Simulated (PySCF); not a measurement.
Compound: C2H11B2O2PSi.
Bonds: B1–P2, P2–Si3, Si3–B4, B4–O5, O5–C6, B4–O7, O7–C8. Hydrogens: H9, H10 on B1; H11 on P2; H12, H13 on Si3; H14, H15, H16 on C6; H17, H18, H19 on C8.

Computed by this run: PBE0-D3(BJ)/def2-SVP geometry optimisation, gas phase in PySCF 2.14.0; density fitting, grid level 1; the optimiser is geomeTRIC in internal coordinates, started from a GFN2-xTB structure with every atom displaced at random (about 0.01 Å).

Geometry at step 2:
```
atom  x, y, z in Å
B1      2.7307   -0.4604    0.3392
P2      2.3978    1.3203   -0.0504
Si3     0.4939    1.2954   -1.2695
B4     -0.7649   -0.0510   -0.3791
O5     -1.3142    0.0452    0.8552
C6     -1.1477    1.1301    1.7247
O7     -1.0162   -1.1564   -1.1113
C8     -1.8181   -2.2090   -0.6226
H9      1.8274   -1.1135    0.8060
H10     3.8459   -0.9216    0.2660
H11     3.4110    1.7193   -0.9657
H12     0.8106    0.9051   -2.6768
H13    -0.0382    2.6967   -1.2876
H14    -0.2873    1.7639    1.4469
H15    -0.9743    0.7506    2.7426
H16    -2.0551    1.7551    1.7357
H17    -2.8832   -2.0080   -0.8220
H18    -1.6876   -2.3488    0.4611
H19    -1.5328   -3.1304   -1.1492
```

**Question.** What forces act on the atoms?

**Answer.** 
```json
{"atom": "B1", "Fx (eV/Å)": "0.065", "Fy (eV/Å)": "0.000", "Fz (eV/Å)": "0.010"}
{"atom": "P2", "Fx (eV/Å)": "0.022", "Fy (eV/Å)": "-0.029", "Fz (eV/Å)": "-0.065"}
{"atom": "Si3", "Fx (eV/Å)": "-0.095", "Fy (eV/Å)": "-0.025", "Fz (eV/Å)": "0.117"}
{"atom": "B4", "Fx (eV/Å)": "0.052", "Fy (eV/Å)": "0.001", "Fz (eV/Å)": "-0.003"}
{"atom": "O5", "Fx (eV/Å)": "-0.009", "Fy (eV/Å)": "0.070", "Fz (eV/Å)": "0.003"}
{"atom": "C6", "Fx (eV/Å)": "0.078", "Fy (eV/Å)": "0.064", "Fz (eV/Å)": "0.026"}
{"atom": "O7", "Fx (eV/Å)": "-0.004", "Fy (eV/Å)": "-0.106", "Fz (eV/Å)": "-0.103"}
{"atom": "C8", "Fx (eV/Å)": "0.009", "Fy (eV/Å)": "0.004", "Fz (eV/Å)": "-0.004"}
{"atom": "H9", "Fx (eV/Å)": "-0.012", "Fy (eV/Å)": "-0.010", "Fz (eV/Å)": "-0.023"}
{"atom": "H10", "Fx (eV/Å)": "-0.050", "Fy (eV/Å)": "0.029", "Fz (eV/Å)": "0.026"}
{"atom": "H11", "Fx (eV/Å)": "-0.022", "Fy (eV/Å)": "0.007", "Fz (eV/Å)": "0.046"}
{"atom": "H12", "Fx (eV/Å)": "-0.026", "Fy (eV/Å)": "0.002", "Fz (eV/Å)": "0.004"}
{"atom": "H13", "Fx (eV/Å)": "0.013", "Fy (eV/Å)": "0.007", "Fz (eV/Å)": "-0.015"}
{"atom": "H14", "Fx (eV/Å)": "-0.006", "Fy (eV/Å)": "-0.008", "Fz (eV/Å)": "-0.013"}
{"atom": "H15", "Fx (eV/Å)": "-0.011", "Fy (eV/Å)": "0.000", "Fz (eV/Å)": "0.002"}
{"atom": "H16", "Fx (eV/Å)": "-0.004", "Fy (eV/Å)": "-0.011", "Fz (eV/Å)": "-0.002"}
{"atom": "H17", "Fx (eV/Å)": "0.003", "Fy (eV/Å)": "0.009", "Fz (eV/Å)": "0.008"}
{"atom": "H18", "Fx (eV/Å)": "-0.008", "Fy (eV/Å)": "-0.004", "Fz (eV/Å)": "-0.011"}
{"atom": "H19", "Fx (eV/Å)": "0.005", "Fy (eV/Å)": "0.002", "Fz (eV/Å)": "-0.004"}
```

The largest, 0.15 eV/Å, acts on Si3; the rms over all components is 0.038 eV/Å. The forces sum to zero within rounding, as they must for an isolated molecule in no field.

**Question.** Give the force on Si3 in Eh/bohr and in nN.

**Answer.** 0.153 eV/Å ÷ 51.422 = 0.00298 Eh/bohr, and 0.153 eV/Å × 1.602 = 0.25 nN.

**Question.** How far is this geometry from the end of the optimisation?

**Answer.** 0.014 eV above it, and 0.119 Å rms away after alignment. The bonds farthest from their final lengths, with half the difference of the two atoms' forces along the bond (positive lengthens):

| bond | now (Å) | final (Å) | force along bond (eV/Å) |
| --- | --- | --- | --- |
| B1–P2 | 1.853 | 1.842 | 0.00 |
| P2–Si3 | 2.261 | 2.253 | 0.00 |
| Si3–B4 | 2.047 | 2.041 | -0.08 |
| P2–H11 | 1.422 | 1.418 | -0.05 |
| B1–H10 | 1.209 | 1.206 | -0.06 |
| O5–C6 | 1.400 | 1.403 | +0.01 |

The angle farthest from its final value is B1–P2–Si3, 104.7° against 108.6°.

The cost below is that of the whole optimisation. Time: 4.1 min of wall time; peak memory 0.74 GiB. Hardware: one thread of an Arm Neoverse N1, no GPU (shared host).
